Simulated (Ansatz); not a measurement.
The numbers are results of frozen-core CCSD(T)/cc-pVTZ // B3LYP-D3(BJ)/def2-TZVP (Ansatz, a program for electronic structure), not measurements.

Ansatz 0.2 input:
```yaml
crystal:
  periodic: [false, false, false]
  atoms:
    - { symbol: C, position_ang: [2.067222, -0.319403, -0.419745] }
    - { symbol: C, position_ang: [0.890633, -0.517382, -0.543754] }
    - { symbol: O, position_ang: [-0.374123, -0.75878, -0.692029] }
    - { symbol: C, position_ang: [-1.257416, 0.261059, -0.175169] }
    - { symbol: H, position_ang: [3.110186, -0.158061, -0.317056] }
    - { symbol: H, position_ang: [-2.2652, -0.090622, -0.376286] }
    - { symbol: H, position_ang: [-1.071833, 1.205263, -0.68789] }
    - { symbol: H, position_ang: [-1.099475, 0.377923, 0.897325] }
basis:
  gaussian: { orbitals: cc-pVTZ }
correlation:
  method: ccsd_t
```

Output:

```
Functional definition: HF
1013 factors; integrals over basis functions are off by at most 1.0e-3 eV
mean field evaluation 1: about -5188.8417 eV, gradient 2.9e1 eV
mean field evaluation 2: about -5188.8483 eV, gradient 2.9e1 eV
mean field evaluation 4: about -5190.9194 eV, gradient 4.3e0 eV
mean field evaluation 8: about -5190.9728 eV, gradient 3.0e-4 eV
mean field evaluation 16: about -5190.9666 eV, gradient 2.5e-1 eV
mean field -5190.97279685 eV, -190.7647317164 hartree, gradient 2.2e-6 eV, S^2 0.000000; 0 other end points of the search recorded, 0 dependent functions left out
4 core orbitals not correlated
reference -5190.97279685 eV, -190.7647317164 hartree; 11, 11 occupied and 161, 161 virtual orbitals, 1013 factors
second order -19.33473967 eV of doubles, -0.00000000 eV of singles
cycle   1  -19.24910277 eV  change    8.6e-2 eV  update   1.0e-1
cycle   2  -19.76237012 eV  change   -5.1e-1 eV  update   3.1e-2
cycle   3  -19.88188995 eV  change   -1.2e-1 eV  update   1.5e-2
cycle   4  -19.87724102 eV  change    4.6e-3 eV  update   4.1e-3
cycle   5  -19.87793009 eV  change   -6.9e-4 eV  update   1.6e-3
cycle   6  -19.87911667 eV  change   -1.2e-3 eV  update   4.3e-4
cycle   7  -19.87902832 eV  change    8.8e-5 eV  update   1.4e-4
cycle   8  -19.87901125 eV  change    1.7e-5 eV  update   4.3e-5
cycle   9  -19.87902853 eV  change   -1.7e-5 eV  update   1.6e-5
perturbative correction -0.89629308 eV, -0.0329381631 hartree
Total energy: -5211.74811846 eV, -191.5282107035 hartree
```

Cost: roughly 80 core-seconds.
